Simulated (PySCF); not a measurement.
**Electronic absorption of C4H5FN2**

Compound: C4H5FN2.
Cartesian coordinates in Å at the PBE0-D3(BJ)/def2-SVP level; atoms count from 1:
```xyz
12
C4H5FN2 angstrom
C     -1.532   -0.210    0.632
N     -0.223    0.016    0.075
C      0.865   -0.838    0.094
C      1.862   -0.175   -0.574
N      1.427    1.056   -1.002
C      0.203    1.114   -0.596
F     -0.623    2.120   -0.778
H     -2.061   -1.008    0.090
H     -1.457   -0.487    1.693
H     -2.115    0.715    0.551
H      0.821   -1.812    0.574
H      2.877   -0.518   -0.769
```

Theory: TDDFT wB97X-D/def2-SVPD, vertical, gas phase, core orbitals frozen in the response (PySCF 2.14.0, density-fitted response routines).

Problem. List the vertical singlet excitations with oscillator strengths and describe the spectrum.

Solution. 

```tsv
state	E (eV)	E (hartree)	f	main configurations (H = HOMO, L = LUMO)
S1	6.54	0.2405	0.016	H→L (83%), H→L+3 (9%)
S2	6.67	0.2451	0.155	H→L+1 (94%)
S3	7.22	0.2652	0.018	H→L+2 (85%)
S4	7.24	0.2662	0.0059	H→L+4 (60%), H-1→L+1 (33%)
S5	7.38	0.2713	0.0012	H-2→L+1 (91%)
S6	7.74	0.2843	0.0002	H→L+3 (75%), H→L+5 (10%)
```

The lowest singlet comes at 189 nm (631 kJ/mol) in the vacuum ultraviolet; it is weak; its leading configuration is HOMO→LUMO (83%). The most intense listed level is S2 at 6.67 eV (186 nm, f = 0.155), 0.13 eV above S1. Löwdin shares by element: HOMO carbon 69% or more, nitrogen 10% or more (atoms not listed hold the other 22%); LUMO carbon 46% or more, hydrogen 20% or more (atoms not listed hold the other 34%). Weighted by f, the mean energy of these states is 6.73 eV. The listed states span 1.19 eV, and the widest gap between neighbours is 0.55 eV (S2 to S3). Orbital energies (eV): HOMO-3 -13.33, HOMO-2 -10.20, HOMO-1 -10.04, HOMO -8.51, LUMO 2.05, LUMO+1 2.32, LUMO+2 2.90. Singlets were solved by full linear response.

Hardware: an Arm Neoverse V1 with one thread, shared host. Cost: 32 s of wall time (with the writing of density and orbital grids), 0.78 GiB resident at most.
